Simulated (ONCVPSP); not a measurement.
**An all-electron radial function and its pseudo partner (potassium)**

Columns: radius, all-electron u(r) and pseudo u(r) of the 3p shell (level -18.81 eV) of potassium in the configuration [Ne] 3s2 3p6 4s1; PBE, scalar-relativistic, ONCV scheme, ONCVPSP 4.0.1.

```
r (bohr)  all-electron  pseudo
   0.108       -0.2958  0.0215
   0.215       -0.4333  0.0819
   0.322       -0.3058  0.1744
   0.430       -0.0537  0.2917
   0.538        0.2167  0.4221
   0.645        0.4508  0.5506
   0.752        0.6334  0.6663
   0.860        0.7635  0.7629
   0.968        0.8437  0.8349
   1.075        0.8825  0.8772
   1.182        0.8896  0.8884
   1.290        0.8732  0.8731
   1.398        0.8403  0.8402
   1.505        0.7969  0.7968
   1.612        0.7471  0.7471
   1.720        0.6937  0.6936
   1.828        0.6393  0.6393
   1.935        0.5862  0.5862
   2.042        0.5349  0.5349
   2.150        0.4858  0.4858
   2.258        0.4398  0.4398
   2.365        0.3974  0.3974
   2.472        0.3583  0.3583
   2.580        0.3222  0.3221
   2.688        0.2891  0.2891
   2.795        0.2594  0.2594
```

(1) How many radial nodes do the two functions have?

(2) At about which radius was the pseudo-wave matched?

(3) Is the pseudo-wave norm-conserving?

Answers

(1) The all-electron 3p function has n − l − 1 = 1; the pseudo-wave has 0, since the states of the same l below it are removed with the core.

(2) 1.35 bohr, where the columns begin to agree (steps of 0.11 bohr).

(3) Yes: the ONCV scheme keeps the norm inside the radius equal to the all-electron one, which fixes the energy derivative of the logarithmic derivative at the level.
